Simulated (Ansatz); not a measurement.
Stepwise reaction of `[NH2][Al]([NH2])[Cl]` with hydrogen sulfide, as a gas-phase model of exchange steps in deposition or etching. ΔE in kJ/mol; ΔG adds harmonic PBE0-D4 terms to CCSD(T)/CBS, at 1 bar.

Gas-phase electronic energies from Ansatz, PBE0-D4/def2-TZVP geometries. CBS: MP2 limit from def2 TZ/QZ plus the TZ coupled-cluster correction, frozen cores. This one scheme is used for every species. DFT in def2-TZVPP. B3LYP here is the variant with VWN-RPA as its local correlation; programs differ in this. Each species was taken in one conformer, which may not be the lowest.

```csv
step,reaction,PBE-D4,B3LYP-D4,ωB97M-V,CCSD(T)/CBS,ΔG(500 K)
1,`[NH2][Al]([NH2])[Cl]` + H₂S → `[NH2][Al]([SH])[Cl]` + NH₃,-29.9,-21.3,-22.3,-24.0,-15.6
2,`[NH2][Al]([SH])[Cl]` + H₂S → `[SH][Al]([SH])[Cl]` + NH₃,-29.0,-19.7,-20.5,-22.4,-8.8
```

Problem. By hand: ΔE of the 2 steps together at CCSD(T)/CBS.

Solution. (-24.0) + (-22.4) = -46.4 kJ/mol, or -23.2 kJ/mol a step.

In ΔE the steps differ by no more than 1.6 kJ/mol. All are downhill at CCSD(T)/CBS. ΔG lies between -15.6 and -8.8 kJ/mol a step. PBE-D4 differs from CCSD(T)/CBS by -6.6 to -5.9 kJ/mol a step. Isolated molecules leave out the surface, adducts and barriers. Largest T1 diagnostic: 0.010.
